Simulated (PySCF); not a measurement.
A structure optimised at B3LYP-D3(BJ)/def2-SVP, used in a PySCF frequency run:

```xyz
9

Ti     0.1672    -0.3384     0.0000
F     -0.3263    -1.1071     1.4957
F      1.8465    -0.8150     0.0000
F     -0.3263    -1.1071    -1.4957
Cl     0.4359     1.8820     0.0000
N     -2.0759     0.2427     0.0000
H     -2.3135     0.7995     0.8229
H     -2.6754    -0.5855     0.0000
H     -2.3135     0.7995    -0.8229
```
Charge 0, spin multiplicity 1.

Q: Write its SMILES, formula and point group.

A: [NH3]->[Ti]([F])([F])([F])[Cl], ClF3H3NTi, Cs

Q: What are its rotational constants (standard atomic weights)?

A: 2.0981, 1.8103, 1.4551 GHz
